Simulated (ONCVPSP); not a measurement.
# Transferability test, ONCV potential for niobium (Nb)

niobium (Nb), optimised norm-conserving Vanderbilt (ONCV), made with ONCVPSP 4.0.1 (PBEsol, fully relativistic). Core [Ar] 3d10, reference 4s2 4p6 4d4 5s0.5 (charge +0.5). Waves: 4s+5s: rc 2.10 bohr, ncon 3, nbas 8, qcut 7.5 1/bohr, 2 projectors; 4p: rc 1.65 bohr, ncon 3, nbas 7, qcut 6.7 1/bohr, 2 projectors, debl 3.9 Ha; 4d: rc 2.65 bohr, ncon 4, nbas 9, qcut 7.1 1/bohr, 3 projectors, debl 3.6 Ha; f scattering state at 0.11 Ha: rc 1.65 bohr, ncon 4, nbas 9, qcut 7.1 1/bohr, local. Local part: the f channel. Core correction: none.

Open shells are filled in proportion to 2j + 1.

Energies are relative to the spin-unpolarised reference configuration 4s2 4p6 4d4 5s0.5; without spin polarisation the order of configurations can differ from experiment. The f channel is local and has no spin–orbit splitting in the pseudo-atom.

```
valence configuration  charge  ΔE all-electron (eV)  error AE − PS (meV)
      4s2 4p6 4d4 5s0      +1                 4.000                 +0.1
      4s2 4p6 4d3 5s0      +2                18.027                 +6.3
      4s2 4p6 4d2 5s0      +3                42.721                  +41
```

Task: What are ΔE and the potential's error for 4s2 4p6 4d4 5s1?

Result: ΔE = -2.654 eV all-electron; the error (AE − PS) is +0.1 meV.

Levels in the configuration 4s2 4p6 4d4 5s1:

| level | all-electron (eV) | pseudo (eV) |
| --- | --- | --- |
| 4s j=1/2 | -58.324 | -58.312 |
| 4p j=3/2 | -33.810 | -33.805 |
| 4p j=1/2 | -35.918 | -35.911 |
| 4d j=5/2 | -2.995 | -2.996 |
| 4d j=3/2 | -3.150 | -3.151 |
| 5s j=1/2 | -4.013 | -4.014 |

Note: no bound ghost flagged; GHOST(+) flagged for s at 79.3 eV, d5/2 at 220.5 eV, d3/2 at 249.4 eV.
